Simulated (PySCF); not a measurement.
## HgF2(H2O)2 at several levels of theory

Computed with PySCF 2.14.0 (density fitting, no spin-orbit coupling) at the geometry relaxed with PBE:

```xyz
9
HgF2(H2O)2 (singlet)
Hg    0.1422    0.0000    0.0000
F     0.1973    1.9175    0.5480
O    -1.4272   -1.5574    1.5268
H    -0.9644   -1.8000    2.3512
H    -1.0198   -2.1532    0.8511
F     0.1973   -1.9175   -0.5480
O    -1.4272    1.5574   -1.5268
H    -1.0198    2.1532   -0.8511
H    -0.9644    1.8000   -2.3512
```

```json
{"level": "PBE", "basis": "Hg def2-SVP with ECP60, F def2-SVP, O def2-SVP, H def2-SVP", "state": "singlet", "HOMO (eV)": "-6.94", "gap (eV)": "3.82", "charge on Hg1 (e)": "0.59", "dipole about the centre of mass (D)": "1.45", "largest force component (eV/Å)": "0.07"}
{"level": "BLYP", "basis": "the same", "state": "singlet", "HOMO (eV)": "-6.81", "gap (eV)": "3.78", "charge on Hg1 (e)": "0.58", "dipole about the centre of mass (D)": "1.41", "largest force component (eV/Å)": "0.21"}
{"level": "PBE0", "basis": "the same", "state": "singlet", "HOMO (eV)": "-8.75", "gap (eV)": "6.54", "charge on Hg1 (e)": "0.75", "dipole about the centre of mass (D)": "1.73", "largest force component (eV/Å)": "0.67"}
{"level": "TPSS", "basis": "the same", "state": "singlet", "HOMO (eV)": "-7.05", "gap (eV)": "4.07", "charge on Hg1 (e)": "0.64", "dipole about the centre of mass (D)": "1.51", "largest force component (eV/Å)": "0.13"}
{"level": "PBE", "basis": "Hg def2-TZVP with ECP60, F def2-TZVP, O def2-TZVP, H def2-TZVP", "state": "singlet", "HOMO (eV)": "-7.37", "gap (eV)": "3.91", "charge on Hg1 (e)": "0.85", "dipole about the centre of mass (D)": "1.66", "largest force component (eV/Å)": "0.24"}
{"level": "PBE", "basis": "Hg x2c-SVPall, F x2c-SVPall, O x2c-SVPall, H x2c-SVPall", "state": "singlet", "HOMO (eV)": "-7.11", "gap (eV)": "3.82", "charge on Hg1 (e)": "0.34", "dipole about the centre of mass (D)": "1.28", "largest force component (eV/Å)": "0.22"}
```

Charges are Mulliken's, which hang on the basis. The relaxation used the grid (50, 194), these runs (75, 302) or, all-electron (x2c bases, spin-free X2C Hamiltonian), (99, 590).

Problem. What does HF with Hg def2-SVP with ECP60, F def2-SVP, O def2-SVP, H def2-SVP give here?

Solution. state singlet, HOMO (eV) -13.25, gap (eV) 14.55, charge on Hg1 (e) 1.14, dipole about the centre of mass (D) 2.19, largest force component (eV/Å) 1.78. Time: 1.4 s on 2 threads of AMD EPYC 9R45 96-Core Processor (Zen 5), on a shared host, from an already converged density.

In the first row's basis the gap widens with exact exchange: 3.8 to 4.1 eV for BLYP, PBE, TPSS (none); 6.5 eV for PBE0 (a fixed share); 14.6 eV for Hartree–Fock (rising or full at long range).
